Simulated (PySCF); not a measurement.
Isomers of C2H6OS. Gas-phase values, no solvent. One relaxed conformer stands for each flexible species; it need not be the lowest. Strings in code marks are SMILES.

The HOMO–LUMO gap from two functionals at the same geometries (PBE0-D3(BJ)/def2-TZVP), both in PySCF: PBE-D3(BJ)/def2-TZVP and M06-2X/def2-TZVP. 

```csv
species,PBE-D3(BJ)/def2-TZVP (eV)
"`CSCO` (C–S–C–O torsion -65°, S–C–O–H torsion -54°)",5.32
"`COCS` (C–O–C–S torsion -69°, O–C–S–H torsion -68°)",5.43
"`C[C@@H](O)S` (S–C–O–H torsion 47°, O–C–S–H torsion 66°)",5.23
```

Question: What does M06-2X/def2-TZVP give for each?

Answer: 
- `CSCO` (C–S–C–O torsion -65°, S–C–O–H torsion -54°): 9.51
- `COCS` (C–O–C–S torsion -69°, O–C–S–H torsion -68°): 9.66
- `C[C@@H](O)S` (S–C–O–H torsion 47°, O–C–S–H torsion 66°): 9.50
Over these rows, drawn at random from the members with no instability flagged (it was tested for open shells, ions and some series alone), PBE minus M06-2X: mean -4.23 eV, from -4.27 eV to -4.19 eV.
